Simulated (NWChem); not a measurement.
# sulfur difluoride (SF2); SMILES FSF

```xyz
3

F      1.2569     0.0000    -0.4979
S      0.0000     0.0000     0.5520
F     -1.2569     0.0000    -0.4979
```
Atoms are numbered in this order, from 1.

Program: NWChem. Structure relaxed at the PBE-D3(BJ)/def2-SVP level. GIAO values for the isolated, static molecule; σ is the absolute isotropic shielding.

Problem. Taking PBE/pcSseg-2 as the yardstick, which of these has the fewest basis functions while keeping “σ F1 (ppm)” within 10 ppm of it: PBE/pcSseg-1; PBE/cc-pVDZ; PBE/cc-pVTZ?

Solution. PBE/pcSseg-1.
| level | basis functions | σ F1 (ppm) | relative time (rough) |
|---|---|---|---|
| PBE/cc-pVDZ | 46 | 319.9 | 2 |
| PBE/pcSseg-1 | 58 | 309.8 | 1 |
| PBE/cc-pVTZ | 94 | 308.4 | 7 |
| PBE/pcSseg-2 | 115 | 303.1 | 5 |

The yardstick is one finite set, not the basis-set limit.
